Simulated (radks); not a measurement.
The numbers below are computed, except where a source is named.
Spherical quantum dot in the effective-mass picture: electrons in a parabolic well V = omega^2 r^2 / 2 with omega = 0.201, all in effective atomic units (hartree* = m*/eps^2 hartree, bohr* = eps/m* bohr), one dielectric constant everywhere. Level of theory: non-relativistic Kohn-Sham, PBEsol, spin-polarised, spherical densities (a radial shooting solver with Libxc functionals). Levels are named by radial order and angular momentum (1s, 1p, 1d, 2s, ...), and open shells are averaged over m.

N = 5, configuration 1s2 1p(up 3, down 0). This is the lowest configuration that the search found. Occupied and some empty levels:

level,occupation,eigenvalue (hartree*),<r> (bohr*)
1s up,1,1.3225,3.506
1s down,1,1.3647,3.344
1p up,3,1.4279,4.198
1p down,0,1.4802,4.173
1d up,0,1.5577,4.737
1d down,0,1.6114,4.778
2s up,0,1.6123,4.131
2s down,0,1.6416,4.201
1f up,0,1.7041,5.204
1f down,0,1.7551,5.282

Energy (hartree*): total 4.36085, kinetic 0.67560, external 1.7007, Hartree 2.8792, exchange-correlation -0.89460.

Electron density:

r (bohr*),n(r) (e/bohr*^3)
0.577,0.01039
1.20,0.01096
1.81,0.01153
2.43,0.01157
3.05,0.01065
3.67,0.008708
4.29,0.006156
4.91,0.003675
5.53,0.001805
6.14,0.0007305
6.76,0.0002498
7.38,0.00007238
8.00,0.00001760
